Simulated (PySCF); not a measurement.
A species of formula C2H6Ge2 has this rotational fingerprint, computed with PBE0-D3(BJ)/def2-SVP geometry optimisation, gas phase in PySCF:

- Rotational constants: A = 39556, B = 503.5, C = 503.5 MHz
- Dipole components: |μa| = 0.00 D, |μb| = 0.00 D, |μc| = 0.00 D
- Inertial defect: -12.77 u·Å²
- κ: -1.00

Question: Which structure is it? (One computed conformer of each.)
A. `C#[C][GeH2][GeH3]`
B. `[GeH3][C]#[C][GeH3]`

Answer: B. It is [GeH3][C]#[C][GeH3]. The candidates at the same level (rigid rotor, commonest isotopes):

```json
{"SMILES": "C#[C][GeH2][GeH3]", "A (MHz)": "4967", "B (MHz)": "1349", "C (MHz)": "1090", "μa (D)": "0.17", "μb (D)": "0.12", "μc (D)": "0.00", "Δ (u·Å²)": "-12.70", "point group": "Cs", "rotor": "asymmetric top"}
{"SMILES": "[GeH3][C]#[C][GeH3]", "A (MHz)": "39556", "B (MHz)": "503.5", "C (MHz)": "503.5", "μa (D)": "0.00", "μb (D)": "0.00", "μc (D)": "0.00", "Δ (u·Å²)": "-12.77", "point group": "near D3d", "rotor": "–"}
```

`C#[C][GeH2][GeH3]` has B 168 % too high. No structure here is proved a minimum.
